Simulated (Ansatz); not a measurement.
`Brc1cccc2cc3ccccc3cc12`. Total charge 0; triplet. Geometry PBE0-D4/def2-SVP, that of the neutral singlet; atoms count from 1.

| atom | x (Å) | y (Å) | z (Å) |
| --- | --- | --- | --- |
| Br1 | -1.913 | 1.556 | -3.330 |
| C2 | -0.231 | 1.308 | -2.507 |
| C3 | 0.883 | 1.776 | -3.150 |
| C4 | 2.166 | 1.610 | -2.566 |
| C5 | 2.304 | 0.984 | -1.359 |
| C6 | 1.165 | 0.484 | -0.663 |
| C7 | 1.291 | -0.159 | 0.573 |
| C8 | 0.184 | -0.653 | 1.266 |
| C9 | 0.304 | -1.310 | 2.527 |
| C10 | -0.804 | -1.782 | 3.179 |
| C11 | -2.098 | -1.625 | 2.608 |
| C12 | -2.253 | -1.000 | 1.400 |
| C13 | -1.124 | -0.494 | 0.689 |
| C14 | -1.257 | 0.148 | -0.546 |
| C15 | -0.149 | 0.643 | -1.240 |
| H16 | 0.780 | 2.278 | -4.114 |
| H17 | 3.042 | 1.992 | -3.096 |
| H18 | 3.290 | 0.855 | -0.907 |
| H19 | 2.289 | -0.276 | 1.006 |
| H20 | 1.299 | -1.430 | 2.963 |
| H21 | -0.699 | -2.283 | 4.144 |
| H22 | -2.971 | -2.008 | 3.142 |
| H23 | -3.246 | -0.878 | 0.960 |
| H24 | -2.252 | 0.266 | -0.978 |

At PBE0-D4/def2-SVP a singlet of charge 0 lies 2.08 eV below the triplet at the same geometry.

Estimate the Mulliken populations from the PBE0/def2-SVP orbitals of Ansatz.


```csv
atom,charge (e),spin (α − β)
Br1,-0.02,0.01
C2,-0.07,0.24
C3,-0.01,0.12
C4,-0.01,0.09
C5,-0.02,0.26
C6,0.02,-0.12
C7,-0.05,0.62
C8,0.03,-0.11
C9,-0.02,0.22
C10,-0.01,0.09
C11,-0.01,0.10
C12,-0.02,0.21
C13,0.03,-0.10
C14,-0.06,0.62
C15,0.06,-0.13
H16,0.03,-0.01
H17,0.03,-0.01
H18,0.01,-0.01
H19,0.00,-0.03
H20,0.01,-0.01
H21,0.02,-0.01
H22,0.02,-0.01
H23,0.01,-0.01
H24,0.01,-0.03
```
Mulliken values depend strongly on the basis.

Where does the spin sit?

Summed by element: Br 0.01, C 2.11, H -0.12, of 2 unpaired in all. Largest on single atoms: C14 0.62, C7 0.62, C5 0.26.

And the Mayer bond orders between heavy atoms (over 0.3)?

Br1–C2 1.03 (1.89 Å); C2–C3 1.33 (1.37 Å); C2–C15 1.33 (1.43 Å); C3–C4 1.41 (1.42 Å); C4–C5 1.30 (1.37 Å); C5–C6 1.32 (1.43 Å); C6–C7 1.19 (1.40 Å); C6–C15 1.22 (1.44 Å); C7–C8 1.18 (1.40 Å); C8–C9 1.32 (1.43 Å); C8–C13 1.23 (1.44 Å); C9–C10 1.33 (1.37 Å); C10–C11 1.38 (1.42 Å); C11–C12 1.33 (1.37 Å); C12–C13 1.33 (1.43 Å); C13–C14 1.18 (1.40 Å); C14–C15 1.20 (1.40 Å).
